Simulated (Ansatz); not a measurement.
This geometry of AlClF$_{3}$H$_{4}$O$_{2}$Ta (12 atoms, charge 0, multiplicity 1) is a first-order saddle point.

All numbers below come from RHF/def2-SVP in Ansatz.

```xyz
12
Properties=species:S:1:pos:R:3
Ta -0.179 -0.275 0.194
Cl 2.585 -0.186 0.284
F -0.054 0.143 2.034
F 0.080 -0.691 -1.630
F -0.159 1.548 -0.215
O -1.963 -0.707 0.238
H -2.878 -0.732 0.464
O 0.692 -2.041 0.627
Al 0.505 -3.725 0.989
H 1.820 -4.550 1.191
H -0.964 -4.266 1.087
H 1.857 -1.435 0.536
```

Task: Which two structures does it join? (They come from a converged band through this point; their orientation in space is the band's.)

Result: Bonds broken: Ta1–Cl2, O6–Al9, O8–H12. Bonds formed: Cl2–H12. AlClF3H4O2Ta becomes AlF3H3O2Ta + ClH.

Image 0:

```xyz
12
Properties=species:S:1:pos:R:3
Ta 0.319 -0.154 0.229
Cl 2.344 0.988 0.346
F -0.055 0.226 2.033
F 0.625 -0.611 -1.571
F -0.990 1.058 -0.300
O -1.125 -1.661 0.310
H -2.046 -1.530 0.128
O 1.161 -1.969 0.805
Al -0.240 -3.229 0.844
H -0.116 -4.273 -0.328
H -0.615 -3.646 2.314
H 2.079 -2.117 0.989
```

Image 6:

```xyz
12
Properties=species:S:1:pos:R:3
Ta -0.660 -0.417 0.160
Cl 3.071 -0.401 0.392
F -0.595 0.141 1.976
F -0.359 -0.857 -1.664
F 0.263 1.179 -0.216
O -2.495 -0.321 0.014
H -3.435 -0.300 -0.022
O -0.088 -2.124 0.666
Al 0.536 -3.650 1.131
H 2.098 -3.787 1.248
H -0.476 -4.813 1.414
H 3.481 -1.567 0.701
```

Task: How far does it lie above each of them?

Result: 219.3 kJ/mol above the first and 64.8 kJ/mol above the second. This is the barrier of this one path; another mechanism may lie lower. The orbitals stay closed-shell, which can raise the energy where a bond breaks towards radicals; this wasn't checked here.

The run took 8.9 min on 4 threads of Arm Neoverse V2, on a shared host, peak memory 0.53 GiB.
